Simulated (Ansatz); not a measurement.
Calculated with Ansatz (gas phase, PBE0-D4/def2-TZVP geometries, no zero-point term in ΔE). CCSD(T)/CBS is the MP2 limit (def2-TZVPP, def2-QZVPP) plus CCSD(T) − MP2 in def2-TZVPP, frozen cores. This one scheme is used for every species. DFT in def2-TZVPP. One conformer a species, not always the lowest.

Consider the cleavage of the B–Si bond: `NB[SiH2]N` + `PS` → `NBPS` + `N[SiH3]`.

`NB[SiH2]N`:

Cartesian coordinates in Å:
```
N 0.214 1.740 -1.224
B 0.041 1.137 0.014
Si -0.573 -0.786 0.136
N 0.412 -1.860 1.080
H 0.512 2.695 -1.342
H 0.045 1.265 -2.096
H 0.279 1.804 0.985
H -1.934 -0.853 0.747
H -0.670 -1.353 -1.248
H 1.396 -1.929 0.868
H 0.278 -1.860 2.079
```

`PS`:

```xyz
5

P     0.359   -0.222    0.682
S    -0.759    0.110   -1.084
H     0.275    1.096    1.204
H     1.646   -0.001    0.128
H    -1.521   -0.983   -0.930
```

`NBPS`:

Cartesian coordinates in Å:
```
N -0.981 1.019 1.003
B -0.232 -0.121 0.774
P 1.258 0.008 -0.476
S 0.347 -1.258 -1.927
H -0.772 1.910 0.584
H -1.805 1.025 1.582
H -0.540 -1.143 1.315
H 2.094 -0.973 0.119
H 0.630 -0.468 -2.975
```

`N[SiH3]`:

Cartesian coordinates in Å:
```
N -0.050 -0.207 -1.045
Si -0.048 0.204 0.625
H -0.437 -1.089 -1.341
H 0.736 0.047 -1.621
H -1.416 -0.033 1.155
H 0.901 -0.564 1.486
H 0.313 1.641 0.741
```

(1) Is it downhill or uphill in electronic energy at CCSD(T)/CBS, and by how much? (Best estimate.)

(2) What do these levels give: r2SCAN0-D4, BHLYP-D4, CAM-B3LYP-D4, r2SCAN0, CCSD/def2-SVP, HF/CBS(def2)? (Best estimate.)

(3) What do rigid-rotor, harmonic-oscillator terms from PBE0-D4/def2-TZVP frequencies (298.15 K, 1 bar) make of the CCSD(T)/CBS value? (Estimate.)

Largest T1 diagnostic among the species: 0.014.

## Answers

(1) The calculation gave: Downhill: ΔE = -31.3 kJ/mol.

(2) Ansatz gave: r2SCAN0-D4 -31.9, BHLYP-D4 -32.2, CAM-B3LYP-D4 -29.9, r2SCAN0 -31.4, CCSD/def2-SVP -35.0, HF/CBS(def2) -31.5 kJ/mol.

(3) The calculation gave: ΔZPE = -0.1 kJ/mol, ΔH = -31.6 kJ/mol, ΔS = 4 J/(mol·K), ΔG = -32.8 kJ/mol. Modes under 50 cm⁻¹ make the entropy rough.

At CCSD(T), def2-SVP lies −4.4 kJ/mol from the extrapolated value and def2-TZVPP +0.5 kJ/mol. From BLYP to BHLYP (50 % exact exchange), in def2-TZVPP and without D4, ΔE moves by −4.6 kJ/mol. Leaving LDA and LC-ωPBE aside and taking each functional with its dispersion term where it has one, the values, not all of them listed here, spread over 5.4 kJ/mol, from PBE-QIDH to PBE-D4.
